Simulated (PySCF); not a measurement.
GeHCl3, SMILES [Cl][GeH]([Cl])[Cl].

Geometry: r2SCAN-D4/def2-SVP. The isomer is the one that the SMILES or the coordinates give; other isomers of the formula were not compared.

All values below come from HF/def2-TZVP (PySCF).

```json
{
 "total_energy": "-3454.62598 hartree",
 "point_group": "C3v",
 "highest_occupied_level": "-12.76 eV",
 "lowest_empty_level": "2.37 eV",
 "orbital_gap": "15.13 eV",
 "dipole_moment": "1.65 D",
 "quadrupole, principal values (traceless, Buckingham form, about the centre of nuclear charge)": "-2.10, -2.10, 4.21 D·Å",
 "mean_static_polarisability": "58.7 bohr³ (8.69 Å³)",
 "polarisability_principal_values": "49.3, 63.3, 63.3 bohr³"
}
```
